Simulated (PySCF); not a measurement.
C5H6F2O4.
Cartesian coordinates in Å at the GFN2-xTB level; atoms count from 1:
```
atom  x, y, z in Å
O1     3.3037   -0.2557   -0.1529
C2     2.5014    0.3500   -0.7901
O3     1.1893    0.4102   -0.5674
C4     0.6741   -0.2675    0.5801
C5    -0.4069   -1.2603    0.1355
C6    -1.6761   -0.4877   -0.2181
F7    -1.5506    0.0778   -1.4573
F8    -2.7222   -1.3309   -0.3284
O9    -2.0200    0.4604    0.7003
C10   -0.9554    1.3380    1.0004
O11    0.1641    0.6588    1.4887
H12    2.7213    0.9507   -1.6860
H13    1.5042   -0.7755    1.0892
H14   -0.6484   -1.9296    0.9615
H15   -0.0759   -1.8357   -0.7280
H16   -0.6970    1.9270    0.1068
H17   -1.3127    1.9820    1.8043
```

Probes without a nucleus sit at each ring's centroid and 1 Å off its mean plane on both sides; NICS is minus the shielding there, NICSzz its component along the normal. Level: GIAO PBE0/pcSseg-1 (PySCF, non-relativistic, gas phase) on the GFN2-xTB geometry, one conformer.

Ring bond lengths (Å), with Mayer bond orders in brackets: C4–C5 1.534 (1.01), C5–C6 1.527 (1.01), C6–O9 1.364 (1.02), O9–C10 1.412 (0.91), C10–O11 1.398 (0.96), O11–C4 1.394 (0.98).

Q: Give the NICS values of each ring in ppm.

A: 
```csv
ring,type,NICS(0),"NICS(1), two faces","NICS(1)zz, two faces",rms pucker (Å),"centre to ring atoms, mean (Å)"
C4–C5–C6–O9–C10–O11,6-membered ring with 2 O; formal bonds all single,-2.4,-1.6 / -1.1,0.9 / 1.9,0.21,1.39
```

Q: What do they say, and how far can they be read as aromaticity?

A: 
- C4–C5–C6–O9–C10–O11: mean NICS(1)zz 1.4 ppm, near zero. C4, C5, C6, C10 have four or more neighbours; no verdict on aromaticity is drawn.
